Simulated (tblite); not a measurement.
Compound: C7H15OP.
Atom-mapped SMILES: `[CH2:1]=[CH:2][CH2:3][P@:4]([CH3:5])(=[O:6])[CH2:7][CH2:8][CH3:9]` (hydrogens: H10, H11 on C1; H12 on C2; H13, H14 on C3; H15, H16, H17 on C5; H18, H19 on C7; H20, H21 on C8; H22, H23, H24 on C9)

Cartesian coordinates in Å at the GFN2-xTB level; atoms count from 1:
```xyz
24
C7H15OP angstrom
C      3.733    0.456    0.368
C      2.679    0.656   -0.402
C      1.292    0.844    0.104
P      0.265   -0.547   -0.558
C      1.000   -2.062    0.169
O      0.203   -0.575   -2.025
C     -1.384   -0.386    0.251
C     -2.142    0.790   -0.351
C     -3.583    0.849    0.140
H      3.655    0.441    1.444
H      4.718    0.310   -0.040
H      2.772    0.663   -1.480
H      1.257    0.873    1.192
H      0.862    1.762   -0.307
H      2.024   -2.142   -0.189
H      0.432   -2.916   -0.197
H      0.988   -2.044    1.254
H     -1.918   -1.318    0.047
H     -1.274   -0.281    1.331
H     -1.633    1.723   -0.095
H     -2.123    0.689   -1.438
H     -4.102    1.696   -0.304
H     -3.616    0.958    1.223
H     -4.117   -0.059   -0.130
```

Level: GFN2-xTB in tblite, geometry and Hessian alike; calculated harmonic values, unscaled, isolated species. The method is semi-empirical: single wavenumbers can be off by several per cent or more. One conformer, not necessarily the lowest.

Harmonic wavenumbers (cm⁻¹): 39.2, 58.1, 64.8, 76.7, 119.7, 149.2, 157.8, 215.3, 232.6, 244.0, 259.2, 309.3, 342.3, 407.6, 427.4, 590.0, 684.0, 729.5, 743.4, 756.7, 812.7, 837.8, 852.4, 868.5, 892.8, 947.2, 949.2, 995.7, 1016.5, 1044.9, 1080.1, 1113.9, 1154.9, 1184.1, 1210.4, 1212.5, 1260.0, 1270.5, 1280.7, 1311.8, 1340.9, 1401.7, 1415.8, 1421.7, 1427.2, 1437.3, 1437.8, 1489.0, 1502.9, 1504.3, 1710.9, 2936.4, 2938.7, 2963.7, 2972.9, 2983.1, 2987.8, 3008.5, 3009.6, 3025.8, 3034.8, 3038.8, 3041.7, 3063.5, 3091.9, 3126.9.

A = 2422, B = 716.4, C = 664.8 MHz; mass 146.086 u (most abundant isotopes); point group C1, symmetry number 1.

Question: Zero-point energy?

Answer: ½Σν̃ = 44608 cm⁻¹ = 533.64 kJ/mol.

Question: Give the ideal-gas entropy at 200 K and 1 bar in the rigid-rotor, harmonic-oscillator model (classical rotation).

Answer: Translation 162.72, rotation 120.59, vibration 119.65: S = 403.0 J/(mol K).

Question: And Cp and H(200 K) − H(0)?

Answer: Cp = 147.74 J/(mol K), of which vibrations give 114.49 (their classical limit is 66 R = 548.8); H(200 K) − H(0) = 19.20 kJ/mol without the zero-point energy, 12.55 from vibrations.

Question: Blend soft modes into free rotors: weight 1/[1 + (100 cm⁻¹/ν̃)⁴] for the oscillator and the rest for a rotor with moment μB/(μ + B), μ = h/(8π²ν), B = 10⁻⁴⁴ kg m². What vibrational entropy results?

Answer: 108.97 J/(mol K) in place of 119.65, which changes −T·S at 200 K by +2.14 kJ/mol.

Question: How do the functions run with temperature in this model?

Answer: 
| T (K) | S (J/(mol K)) | Cp (J/(mol K)) | H − H(0) (kJ/mol) | G − H(0) (kJ/mol) | ln q(vib) |
| --- | --- | --- | --- | --- | --- |
| 50 | 260.0 | 68.5 | 2.41 | -10.59 | 0.95 |
| 100 | 318.1 | 101.1 | 6.69 | -25.11 | 2.90 |
| 298.15 | 470.7 | 195.7 | 36.02 | -104.33 | 10.41 |
| 373.15 | 518.7 | 233.6 | 52.13 | -141.45 | 13.02 |
| 500 | 595.3 | 290.7 | 85.50 | -212.17 | 17.30 |
| 750 | 729.9 | 372.5 | 169.14 | -378.26 | 25.30 |
| 1000 | 845.0 | 427.4 | 269.55 | -575.48 | 32.70 |

q(vib) and H(0) count from the zero-point level.

Question: What must be added to the electronic energy to get the Gibbs energy at 200 K and 1 bar?

Answer: ZPE + [H(200 K) − H(0)] − T·S = 533.64 + 19.20 − 80.59 = 472.25 kJ/mol.

Question: Which modes carry the vibrational entropy at 200 K?

Answer: 39.2 cm⁻¹: 18.87; 58.1 cm⁻¹: 15.63; 64.8 cm⁻¹: 14.74; 76.7 cm⁻¹: 13.36; 119.7 cm⁻¹: 9.81; 149.2 cm⁻¹: 8.11 J/(mol K); the other 60 give 39.13 together.

Hindered rotation and anharmonicity are outside this model. Other conformers, if any are populated, would add a mixing term that is left out. The structure is chiral; the term R ln 2 for an equal mix with its mirror image is left out.
